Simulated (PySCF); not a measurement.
# Radial density of He⁺ (helium, charge +1)

UHF, 1s1, 2S determinant. All numbers are calculated (PySCF 2.14, the spin-free X2C one-electron Hamiltonian (Gaussian nucleus), in x2c-TZVPPall).

```json
{"r (bohr)": "0.0162", "4πr²ρ (e/bohr)": "0.007563", "4πr²(ρα − ρβ)": "0.0076"}
{"r (bohr)": "0.0272", "4πr²ρ (e/bohr)": "0.02103", "4πr²(ρα − ρβ)": "0.0210"}
{"r (bohr)": "0.0457", "4πr²ρ (e/bohr)": "0.05676", "4πr²(ρα − ρβ)": "0.0568"}
{"r (bohr)": "0.0769", "4πr²ρ (e/bohr)": "0.1431", "4πr²(ρα − ρβ)": "0.1431"}
{"r (bohr)": "0.129", "4πr²ρ (e/bohr)": "0.3216", "4πr²(ρα − ρβ)": "0.3216"}
{"r (bohr)": "0.218", "4πr²ρ (e/bohr)": "0.6365", "4πr²(ρα − ρβ)": "0.6365"}
{"r (bohr)": "0.366", "4πr²ρ (e/bohr)": "0.9799", "4πr²(ρα − ρβ)": "0.9799"}
{"r (bohr)": "0.616", "4πr²ρ (e/bohr)": "1.031", "4πr²(ρα − ρβ)": "1.0314"}
{"r (bohr)": "1.04", "4πr²ρ (e/bohr)": "0.5498", "4πr²(ρα − ρβ)": "0.5498"}
{"r (bohr)": "1.74", "4πr²ρ (e/bohr)": "0.08834", "4πr²(ρα − ρβ)": "0.0883"}
{"r (bohr)": "2.93", "4πr²ρ (e/bohr)": "0.003152", "4πr²(ρα − ρβ)": "0.0032"}
```

Densities and radii are taken from the X2C orbitals without a picture-change correction, which distorts them close to the nucleus.
